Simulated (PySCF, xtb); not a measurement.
dibromo(difluoro)methane (CBr₂F₂), SMILES FC(F)(Br)Br.

GFN2-xTB run with xtb at its own geometry gives an orbital gap of 4.19 eV and a dipole moment of 1.08 D.

Geometry optimised at PBE0-D3(BJ)/def2-SVP.

Task: What does PBE/def2-TZVP run with PySCF give? (Estimate from the structure and the level; the computed values follow.)

Result: gap 4.60 eV (levels -7.24 and -2.64 eV), dipole 0.24 D.
